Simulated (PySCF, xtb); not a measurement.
C₂H₅BN₂, SMILES NB1C=NC1.

xtb with GFN2-xTB at its own geometry gives an orbital gap of 2.70 eV and a dipole moment of 3.94 D.

Geometry optimised at PBE0-D3(BJ)/def2-SVP. This is a generated structure with no PubChem entry under its InChIKey; it may be hypothetical. One conformer was computed; it need not be the lowest.

Task: What does PBE/def2-TZVP run with PySCF give? (Estimate from the structure and the level; the computed values follow.)

Result: gap 3.33 eV (levels -5.38 and -2.05 eV), dipole 3.86 D.
